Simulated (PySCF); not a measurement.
SMILES [NH2][Zn][Cl] (H2ClNZn) at its PBE0/def2-SVP optimised geometry (Å):

```
5

Zn    -0.0859     0.1112     0.0000
Cl    -2.1850     0.2907     0.0000
N      1.7274     0.1112     0.0000
H      2.1850    -0.2733    -0.8233
H      2.1848    -0.2907     0.8150
```

Computed with PBE0/def2-TZVP run with PySCF. Cells within 0.4 Å of a nucleus heavier than hydrogen are left out (blank, or x).

Map of the log10 of the electron density (e/bohr³), floored at −4 on the plane z = 0.0 Å:

```
|0000000000000000000000000000000|
|0000000000000000000000000000000|
|0000000000000000000000000000000|
|0000000000000000000000000000000|
|0000000000000000000000000000000|
|0000000000000000000000000000000|
|0000000111100000000000000000000|
|0000112222211111111111110000000|
|0001223333322222222222221100000|
|0012334444433333333333332110000|
|0122345555544444444444443210000|
|0123456666655555545555544321000|
|0134567777665666655666654421000|
|0234567xx7766789866778765432100|
|1234577xxx7668xx9777xx875432100|
|1234567xx77668xx9777xxx76432100|
|0134567777666799876788765432100|
|0123456666655677666677665431000|
|0123345555554555555555554321000|
|0012334444444444444444443210000|
|0001223333333333333333332210000|
|0000112222222222222222221100000|
|0000001111111111111111110000000|
|0000000000000000001000000000000|
|0000000000000000000000000000000|
|0000000000000000000000000000000|
|0000000000000000000000000000000|
|0000000000000000000000000000000|
|0000000000000000000000000000000|
|0000000000000000000000000000000|
|0000000000000000000000000000000|
```
Scale: ten equal steps from -4.00 (start of '0') to 0.445 (end of '9'), in the order '0123456789'; x runs from -4.50 to 4.50, y from -4.50 (bottom) to 4.50 (top).
